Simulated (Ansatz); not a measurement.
Series SeX2: PBE-D4/def2-SVP single points in Ansatz on relaxed structures, gas phase. Binding counts from free atoms in the multiplicity of their measured ground term, without zero-point energy. The structures are stationary points that may keep the symmetry of their start.

```json
{"species": "SeBr2", "atoms": "3", "state": "singlet", "geometry": "PBE-D4/def2-TZVP", "HOMO (eV)": "-5.58", "LUMO (eV)": "-3.90", "gap (eV)": "1.68", "binding per atom (eV)": "1.78", "point group (within 0.1 Å)": "C2v"}
{"species": "SeF2", "atoms": "3", "state": "singlet", "geometry": "r2SCAN-D4/def2-TZVP", "HOMO (eV)": "-5.45", "LUMO (eV)": "-3.01", "gap (eV)": "2.44", "binding per atom (eV)": "2.61", "point group (within 0.1 Å)": "C2v"}
{"species": "Se(CCH)2 (C4H2Se)", "atoms": "7", "state": "singlet", "geometry": "PBE0-D4/def2-SVP", "HOMO (eV)": "-5.51", "LUMO (eV)": "-1.42", "gap (eV)": "4.09", "binding per atom (eV)": "4.75", "point group (within 0.1 Å)": "C2v"}
{"species": "SeMe2 (C2H6Se)", "atoms": "9", "state": "singlet", "geometry": "PBE0-D4/def2-TZVP", "HOMO (eV)": "-4.65", "LUMO (eV)": "-0.06", "gap (eV)": "4.59", "binding per atom (eV)": "3.68", "point group (within 0.1 Å)": "C2v"}
{"species": "Se(GeH3)2 (Ge2H6Se)", "atoms": "9", "state": "singlet", "geometry": "PBE0-D4/def2-SVP", "HOMO (eV)": "-5.62", "LUMO (eV)": "-1.04", "gap (eV)": "4.58", "binding per atom (eV)": "2.65", "point group (within 0.1 Å)": "–"}
{"species": "Se(SiH3)2 (Si2H6Se)", "atoms": "9", "state": "singlet", "geometry": "PBE0-D4/def2-SVP", "HOMO (eV)": "-5.88", "LUMO (eV)": "-0.94", "gap (eV)": "4.94", "binding per atom (eV)": "2.90", "point group (within 0.1 Å)": "–"}
```

Task: Estimate the rows for SeCl2 (singlet, PBE0-D4/def2-TZVP geometry); SeH2 (H2Se) (singlet, PBE-D4/def2-TZVP geometry); Se(CN)2 (C2SeN2) (singlet, PBE0-D4/def2-SVP geometry).

Result: 
```csv
species,atoms,state,geometry,HOMO (eV),LUMO (eV),gap (eV),binding per atom (eV),point group (within 0.1 Å)
SeCl2,3,singlet,PBE0-D4/def2-TZVP,-5.51,-3.24,2.27,1.95,C2v
SeH2 (H2Se),3,singlet,PBE-D4/def2-TZVP,-5.65,-0.63,5.02,2.36,C2v
Se(CN)2 (C2SeN2),5,singlet,PBE0-D4/def2-SVP,-7.29,-2.99,4.30,5.07,C2v
```

The gap (eV) runs from 1.68 (SeBr2) to 5.02 (SeH2).
